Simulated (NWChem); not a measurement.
CHClO3Si; SMILES O=C1O[SiH](Cl)O1

```xyz
7

O     -0.6460     2.6553     0.0000
C     -0.1877     1.5714     0.0000
O      0.1484     0.7890     1.0816
Si     0.6732    -0.4117     0.0000
Cl    -0.4264    -2.1081     0.0000
O      0.1484     0.7890    -1.0816
H      2.1108    -0.7158     0.0000
```
Atoms are numbered in this order, from 1.

Level: PBE0/def2-SVP (NWChem), optimised geometry, unscaled harmonic frequencies. 

**Question.** List the harmonic frequencies with IR intensities, and the thermochemistry.

**Answer.** 
```
frequency (cm⁻¹)  IR intensity (km/mol)
----------------  ---------------------
110                                 3.9
189                                 3.3
299                                 7.6
529                                 0.2
552                                56.9
653                                 6.0
687                                79.8
745                                 1.6
802                                25.8
858                               202.4
935                               292.6
1000                                6.7
1180                              344.8
2032                              657.0
2368                               48.1
```

- zero-point energy = 18.5 kcal/mol
- thermal correction to the enthalpy at 298.15 K (with zero-point energy) = 22.6 kcal/mol
- heat capacity Cv = 18.5 cal/(mol K)
- entropy at 298.15 K and 1 atm (symmetry number 1) = 77.4 cal/(mol K)
- dipole moment = 4.12 D

Rigid rotor and harmonic oscillator.
